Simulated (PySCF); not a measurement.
**Polarisability and C₆ of Sr (strontium, neutral)**

[Kr] 5s2, closed-shell 1S. Calculation: PySCF 2.14, in aug-cc-pVDZ-X2C; the spin-free X2C one-electron Hamiltonian (Gaussian nucleus). Coupled (time-dependent) response in atomic units; α is the mean over directions. A double-zeta set is small for polarisabilities.

```tsv
method	mean α (bohr³)	C₆ (like pair)	S(−4)
UHF	230.8	4011	24620
PBE	192.2	3066	17110
PBE0	200.5	3267	18470
LC-wPBE	221.6	3801	22250
wB97M-V	175.6	2613	15080
```

S(−4) is the Cauchy moment in α(ω) = α(0) + S(−4) ω² + …

Reference α: 197.2 ± 0.2 bohr³ (recommended; Schwerdtfeger and Nagle, table of static dipole polarizabilities (2023 update)). Published C₆: 3175 (Chu and Dalgarno (2004); Tang, Norbeck and Certain (1976)).

Hartree-Fock lies above the reference because it lacks correlation, which contracts the outer shell.

α(iu) at PBE:

```json
{"u (hartree)": "0", "α(iu) (bohr³)": "192.2"}
{"u (hartree)": "0.0500", "α(iu) (bohr³)": "157.5"}
{"u (hartree)": "0.100", "α(iu) (bohr³)": "103.3"}
{"u (hartree)": "0.200", "α(iu) (bohr³)": "45.96"}
{"u (hartree)": "0.300", "α(iu) (bohr³)": "25.73"}
{"u (hartree)": "0.500", "α(iu) (bohr³)": "12.47"}
{"u (hartree)": "0.750", "α(iu) (bohr³)": "7.227"}
{"u (hartree)": "1.00", "α(iu) (bohr³)": "4.872"}
{"u (hartree)": "1.50", "α(iu) (bohr³)": "2.657"}
{"u (hartree)": "2.00", "α(iu) (bohr³)": "1.651"}
{"u (hartree)": "3.00", "α(iu) (bohr³)": "0.7993"}
{"u (hartree)": "5.00", "α(iu) (bohr³)": "0.3028"}
```

A single London oscillator, α(iu) = α/(1 + u²/ω²), gives C₆ = (3/4) ω α². Matching the computed C₆ needs ω = 4 × 3066 / (3 × 192.2²) = 0.111 hartree.
